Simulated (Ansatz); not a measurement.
`C=[C](C)[GeH2][F]` + H₂O → `C=C(C)O` + `[F][GeH3]`  (formal hydrolysis of a C–Ge bond)

Calculated with Ansatz (gas phase, PBE0-D4/def2-TZVP geometries, no zero-point term in ΔE). CBS: MP2 limit from def2 TZ/QZ plus the TZ coupled-cluster correction, frozen cores. This one scheme is used for every species. Functionals use def2-TZVPP. For Ge outer-core shells are correlated without core-valence functions, which leaves a few kJ/mol of doubt a bond. Scalar relativity is left out up to krypton. One conformer a species, not always the lowest.

`C=[C](C)[GeH2][F]`:

Cartesian coordinates in Å:
```
C -0.437 0.876 1.252
C -0.184 0.019 0.268
C -0.831 -1.325 0.155
Ge 1.092 0.540 -1.096
F 1.631 2.145 -0.671
H -1.144 0.631 2.042
H 0.048 1.844 1.307
H -1.392 -1.421 -0.780
H -0.088 -2.129 0.160
H -1.523 -1.500 0.983
H 2.355 -0.338 -1.119
H 0.473 0.658 -2.500
```

H₂O:

Cartesian coordinates in Å:
```
O 0.184 0.252 0.233
H -0.264 -0.558 0.486
H 0.080 0.306 -0.719
```

`C=C(C)O`:

```xyz
10

C     0.243   -0.130   -1.325
C    -0.173    0.189   -0.102
C     0.313   -0.432    1.158
O    -1.112    1.138    0.156
H    -0.150    0.360   -2.209
H     0.994   -0.894   -1.465
H     0.744    0.330    1.813
H    -0.520   -0.890    1.698
H     1.065   -1.192    0.953
H    -1.406    1.520   -0.677
```

`[F][GeH3]`:

```xyz
5

F     0.182   -0.601   -1.527
Ge   -0.010    0.033    0.084
H     0.447    1.495    0.027
H    -1.499   -0.103    0.424
H     0.880   -0.825    0.991
```

```csv
level,ΔE (kJ/mol)
r2SCAN-D4,27.8
ωB97X-V,29.5
B2PLYP,32.7
PBE0,27.1
MP2/def2-TZVPP,50.0
SCS-MP2/def2-TZVPP,44.2
MP2/CBS(def2),54.8
CCSD/CBS(def2),47.0
```

(1) What does CCSD(T)/CBS give? (An estimate is asked.)

Largest T1 diagnostic among the species: 0.012.

Answers

(1) Computed: +48.6 kJ/mol. The listed levels differ from it by -20.8, -19.1, -15.9, -21.5, 1.4, -4.4, 6.2, -1.6 kJ/mol.

In def2-TZVPP, CCSD(T) changes the Hartree–Fock value by +21.7 kJ/mol (the triples alone add +1.6 kJ/mol) and MP2 by +27.9 kJ/mol. The D4 term adds +8.3 kJ/mol with B3LYP and +4.6 kJ/mol with PBE0; it sums over pairs of atoms, weighted by their polarisabilities, and B3LYP, whose exchange is more repulsive, gets the larger term.

B3LYP here is the variant with VWN-RPA as its local correlation; programs differ in this.
